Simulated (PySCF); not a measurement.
Zn(SiH3)(SiMe3), SMILES [SiH3][Zn][Si](C)(C)C, GFN2-xTB optimised geometry.

```
18

Zn    -1.63    -2.06     1.79
Si    -0.57    -0.72     0.00
H     -0.90     0.72     0.00
H     -0.90    -1.13    -1.37
H      0.90    -0.72     0.00
Si    -2.68    -3.46     3.58
C     -4.50    -3.96     3.20
C     -2.75    -2.61     5.30
C     -1.77    -5.12     3.88
H     -4.91    -4.56     4.00
H     -5.14    -3.09     3.09
H     -4.57    -4.53     2.28
H     -3.33    -1.69     5.27
H     -1.76    -2.36     5.66
H     -3.21    -3.26     6.04
H     -0.74    -4.96     4.19
H     -1.74    -5.74     2.99
H     -2.26    -5.70     4.66
```

Density from B3LYP/def2-SVP run with PySCF at that geometry.

Minimum of the electron density along straight lines between bonded atoms, close to the bond critical point (lines longer than 1.1 times the sum of covalent radii, or with two minima, are not listed):

```
bond     length / Å  ρ at the minimum / e bohr⁻³  ∇²ρ there / e bohr⁻⁵  position (fraction from the first atom)
-------  ----------  ---------------------------  --------------------  ---------------------------------------
Zn1–Si2       2.473                        0.065                  0.00                                     0.46
Si2–H3        1.472                        0.112                  0.33                                     0.49
Si2–H4        1.473                        0.112                  0.33                                     0.49
Si2–H5        1.472                        0.112                  0.33                                     0.49
Zn1–Si6       2.504                        0.064                 -0.02                                     0.46
Si6–C7        1.924                        0.106                  0.30                                     0.38
Si6–C8        1.924                        0.106                  0.30                                     0.38
Si6–C9        1.924                        0.106                  0.29                                     0.38
C7–H10        1.087                        0.272                 -0.97                                     0.62
C7–H11        1.087                        0.272                 -0.97                                     0.62
C7–H12        1.087                        0.272                 -0.97                                     0.62
C8–H13        1.087                        0.272                 -0.97                                     0.62
C8–H14        1.087                        0.272                 -0.97                                     0.62
C8–H15        1.087                        0.272                 -0.97                                     0.62
C9–H16        1.087                        0.272                 -0.97                                     0.62
C9–H17        1.087                        0.272                 -0.97                                     0.62
C9–H18        1.087                        0.272                 -0.97                                     0.62
```
